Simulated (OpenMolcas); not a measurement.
Si+: from CASSCF to CASPT2

- Program: OpenMolcas 26.06
- Basis: ANO-R2 [5s4p3d1f]
- Scalar Hamiltonian: X2C, finite nucleus
- Active space: 3 electrons in 8 orbitals (3s 3p 4s 4p)
- State averaging: 2S+1 = 4 odd, 1 root; 2S+1 = 2 odd, 6 roots; 2S+1 = 4 even, 3 roots; 2S+1 = 2 even, 6 roots
- Spin-orbit coupling: RASSI with atomic mean-field integrals over the reference wave functions, term energies averaged over their components

Methods on the same reference wave functions:
A. CASSCF
B. SS-CASPT2, IPEA 0.25 Eh, imaginary shift 0.1 Eh (closed shells correlated: 2s 2p)
C. MS-CASPT2, IPEA 0.25 Eh, imaginary shift 0.1 Eh (closed shells correlated: 2s 2p)

Energies in cm-1 above 3s2 3p 2P* 1/2, the measured ground level; measured values from NIST Handbook of Basic Atomic Spectroscopic Data.

| Level | A | B | C | Measured |
| --- | --- | --- | --- | --- |
| 3s2 3p 2P* 1/2 | 0.0 | 0.0 | 0.0 | 0.0 |
| 3s2 3p 2P* 3/2 | 239 | 239 | 248 | 287 |
| 3s 3p2 4P 1/2 | 37584 | 40870 | 40920 | 42824 |
| 3s 3p2 4P 3/2 | 37675 | 40960 | 41010 | 42933 |
| 3s 3p2 4P 5/2 | 37826 | 41110 | 41160 | 43108 |
| 3s 3p2 2D 3/2 | 65875 | 57270 | 57320 | 55309 |
| 3s 3p2 2D 5/2 | 65912 | 57310 | 57360 | 55325 |

Deviations, from unrounded energies. A percentage is the sum of absolute deviations over the sum of measured energies, with the sign that they share, or ± where signs differ.

```json
{"Against measurement": "mean absolute deviation (cm-1)", "Levels": "6", "A": "6200", "B": "1700", "C": "1600"}
{"Against measurement": "fine structure of the ground term (%)", "Levels": "1", "A": "-16.9", "B": "-16.9", "C": "-13.8"}
{"Against measurement": "other configurations (%)", "Levels": "5", "A": "±15.4", "B": "±4.1", "C": "±4.1"}
```

B, C lie about equally close to measurement and A furthest from it. The largest miss of C in the table is 3s 3p2 2D 5/2, by +2000 cm-1. The ranking rests on the paired levels alone, and a cruder setting can come out closer through cancelling errors.

Between B and C the level of the table that moves most is 3s 3p2 2D 3/2, by 47 cm-1 (lowest in B, highest in C). Moves below CASPT2's spread within the term are not significant.

The two smallest mean deviations differ by little beside CASPT2's spread within terms, so their order carries little weight.

The lowest spin-free term lies below A's lowest term by 0.246 hartree in B, 0.246 hartree in C.

CASPT2 breaks the degeneracy within a term, and the mean is taken; among the terms shown or strongly mixed into the levels shown the widest spread is 62 cm-1 (3s 3p2 2D, C). Over all roots computed the reference weight is 0.88 to 0.98 in B, 0.88 to 0.98 in C; the roots of lowest weight are the least certain, and an intruder state may touch them. The run also gave levels led by 3s2 4p, which use shells meant for correlation; these and all levels above them are left out. Terms of s pⁿ other than that of highest spin mix with s² pⁿ⁻² d, which this space lacks; all of them can be thousands of cm-1 off, and some have no real level of that name. Without dynamic correlation excited terms often stand tens of per cent too high (terms of higher spin than the ground term too low), and those without a measured partner can miss by more than the paired ones (holds for A). Measured partners are found by configuration, term and J. A level has none where our copy of the source lacks it or the pairing is in doubt (some pairs that miss far off the trend of their configuration count as doubtful), and it then counts in no deviation. Only configurations of the active space appear. Levels that lie high or do not pair safely by name in every column are left out.

* marks odd parity.
